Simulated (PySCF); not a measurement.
Ligands exchanged one at a time, In Cl-NH2. Isolated molecules, 0 K electronic values unless said otherwise. One relaxed conformer stands for each flexible species; it need not be the lowest. Strings in code marks are SMILES.

The HOMO from two functionals at the same geometries (B3LYP-D3(BJ)/def2-TZVP), both in PySCF: PBE-D3(BJ)/def2-TZVP and B3LYP-D3(BJ)/def2-TZVP. B3LYP has the VWN-RPA correlation part, as in Gaussian. 

| species | B3LYP-D3(BJ)/def2-TZVP (eV) |
|---|---|
| 0 of 3 Cl replaced by NH2 (`[Cl][In]([Cl])[Cl]`) | -9.15 |
| 1 of 3 Cl replaced by NH2 | -7.86 |
| 2 of 3 Cl replaced by NH2 | -7.27 |
| 3 of 3 Cl replaced by NH2 (`[NH2][In]([NH2])[NH2]`) | -6.52 |

**Question.** What does PBE-D3(BJ)/def2-TZVP give for each?

**Answer.** 
- 0 of 3 Cl replaced by NH2 (`[Cl][In]([Cl])[Cl]`): -8.01
- 1 of 3 Cl replaced by NH2: -6.74
- 2 of 3 Cl replaced by NH2: -6.12
- 3 of 3 Cl replaced by NH2 (`[NH2][In]([NH2])[NH2]`): -5.38
Over these rows, drawn at random from the members with no instability flagged (it was tested for open shells, ions and some series alone), PBE minus B3LYP-D3(BJ): mean +1.14 eV, from +1.12 eV to +1.16 eV.
